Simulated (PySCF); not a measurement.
# Ionisation energy of Sn by level of theory

Sn [Kr] 4d10 5s2 5p2 [5p1/2^2, M_J = 0] → Sn⁺ [Kr] 4d10 5s2 5p1 [5p1/2^1, M_J = 1/2], as a difference of total energies. Computed with PySCF 2.14 in x2c-QZVPPall-2c, with the two-component X2C-1e Hamiltonian. Correlated levels: [Ar] 3d10 frozen; the 32 highest virtual spinors dropped. "Screened" scales the spin-orbit matrix elements by Boettger's factors to mimic the two-electron term; Breit and QED terms are absent.

```csv
method,ionisation energy (eV)
GHF (spin-free),6.764
GMP2 (spin-free),7.325
GHF (screened spin-orbit),6.627
GMP2 (screened spin-orbit),7.177
```

Task: How much does correlation contribute at GMP2 (screened spin-orbit)?

Result: 7.177 − (6.627) = 0.550 eV, measured against GHF (screened spin-orbit).

The spin-free rows relax to the high-spin LS determinant and lack the spin-orbit shift.

The labels give the starting determinants; with spin-orbit coupling the two ends relaxed to ⟨J²⟩ = 1.37, ⟨L²⟩ = 2.02, ⟨S²⟩ = 1.96 and ⟨J²⟩ = 0.79, ⟨L²⟩ = 2.06, ⟨S²⟩ = 0.78.

The determinant of Sn mixes levels of different J (the jj label is only the starting occupation), so the difference between spin-free and spin-orbit rows is not the physical spin-orbit shift.

For comparison: 7.344 eV (measured; NIST Atomic Spectra Database, ionization energies).
